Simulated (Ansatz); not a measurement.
H4P (SMILES [PH4+]) moved off its minimum; all values from Ansatz (a quantum-chemistry and plane-wave program), cores frozen in correlated methods.
(charge 1, multiplicity 1)
```xyz
5

P     -0.0147    -0.0219     0.0328
H     -0.7785    -0.8668    -0.7846
H      0.3476    -0.6224     1.1950
H     -0.7023     1.1623     0.2557
H      1.1639     0.2938    -0.6953
```

Forces at HF/def2-TZVPP (eV/Å):

```tsv
atom	Fx	Fy	Fz
P1	0.542	0.488	-1.724
H2	0.130	0.172	0.434
H3	0.024	-0.353	0.667
H4	-0.036	-0.132	0.135
H5	-0.661	-0.175	0.489
```

### Question
Give the forces (eV/Å), the total energy and the dipole at CCSD(T)/aug-cc-pV(T+d)Z.

### Answer

| atom | Fx | Fy | Fz |
|---|---|---|---|
| P1 | 0.464 | 0.441 | -1.583 |
| H2 | 0.010 | 0.032 | 0.255 |
| H3 | 0.109 | -0.444 | 0.842 |
| H4 | -0.141 | 0.086 | 0.148 |
| H5 | -0.442 | -0.115 | 0.339 |
Energy -343.0051 hartree.
